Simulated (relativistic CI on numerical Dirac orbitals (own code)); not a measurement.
# Slater and spin-orbit integrals, Au18+

Calculated at this level of theory: Dirac-Coulomb-Breit CI, orbitals from a KLI potential per configuration, model QED (radiative potential, 1s self-energy scaled to tabulated hydrogen-like ionisation energies), unscaled Slater integrals (own radial code, finite nucleus).

Slater integrals F^k, G^k are unscaled and averaged over j, outside the closed core [Kr]; ζ comes from projecting the Hamiltonian with its Breit term on Σ l·s of the shell.

- 4d10 4f13 5s2: ζ(4f) = 8677.8 cm⁻¹; <r>(4f) = 0.466, <r^2>(4f) = 0.2559 (bohr units).
- 4d10 4f13 5s 5p: ζ(4f) = 8723.3, G^3(4f,5s) = 37002, F^2(4f,5p) = 89662, G^2(4f,5p) = 31455, G^4(4f,5p) = 28137, G^1(5s,5p) = 153480, ζ(5p) = 131410 cm⁻¹; <r>(4f) = 0.4656, <r^2>(4f) = 0.2553, <r>(5s) = 0.8303, <r^2>(5s) = 0.7671, <r>(5p) = 0.8984, <r^2>(5p) = 0.9008 (bohr units).
- 4d10 4f14 5p: ζ(5p) = 127950 cm⁻¹; <r>(5p) = 0.9035, <r^2>(5p) = 0.9113 (bohr units).

Averages of the first 10 configurations, taken without configuration mixing, which lowers the lowest level and can move excited configurations by several eV; other configurations of the list can lie among them:

```tsv
Configuration	Parity	States	Average energy above the lowest level (eV)
4d10 4f13 5s2	odd	14	14.3
4d10 4f14 5s	even	2	0.3
4d10 4f13 5s 5p	even	168	70.0
4d10 4f14 5p	odd	6	58.6
4d10 4f12 5s2 5p	odd	546	89.3
4d10 4f13 5s 5d	odd	280	149.3
4d10 4f12 5s 5p2	even	2730	147.8
4d10 4f14 5d	even	10	135.3
4d10 4f13 5s 5f	even	392	229.7
4d10 4f13 5p 5d	even	840	208.2
```
